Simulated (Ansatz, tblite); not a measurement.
Forces on Si₃Mo⁺ at its r2SCAN-D4/def2-SVP geometry. Total charge 1; doublet.

In the def2 sets Mo takes a core potential; there is no spin–orbit coupling. The xTB rows come from tblite. At PBE0-D4/def2-TZVP the charge 1 doublet is spin-contaminated (final ⟨S²⟩ up to 0.85, 0.75 for a pure state). The structure comes from a short search, and lower isomers may exist.

GFN1-xTB (tblite), largest force 6.08 eV/Å:

```xyz
4
positions Å, forces eV/Å
Mo   -0.847    0.399   -0.967   -3.965    0.688   -4.553
Si    0.112   -1.475    0.091    0.372   -2.492    0.364
Si    1.365    0.560   -0.426    3.674    0.943    0.470
Si   -0.630    0.516    1.302   -0.081    0.861    3.719
```

GFN2-xTB (tblite), largest force 3.37 eV/Å:

```
Mo -1.393 -0.314 -1.611
Si -0.397 -2.398 -0.521
Si 2.972 1.402 -0.731
Si -1.181 1.310 2.863
```

PBE0-D4/def2-TZVP (Ansatz), largest force 0.47 eV/Å:

```
Mo 0.308 -0.014 0.355
Si -0.015 0.113 -0.015
Si -0.327 -0.054 -0.014
Si 0.033 -0.046 -0.327
```
